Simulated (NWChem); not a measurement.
Species: SiH2I, doublet; SMILES [SiH2]I

In the optimisation the excess spin sits in a' (Cs, its own frame). Not confirmed as a minimum by frequencies. def2 effective core potentials on I; no spin-orbit coupling.

**Question.** Give the equilibrium geometry at PBE0/def2-SVP with def2 effective core potentials on I, spin-unrestricted (NWChem) as a Z-matrix, with the point group.

**Answer.** point group Cs; any orientation.
```
Si
H 1 1.4962
H 1 1.4962 2 110.55
I 1 2.4420 2 109.05 3 -119.88
```
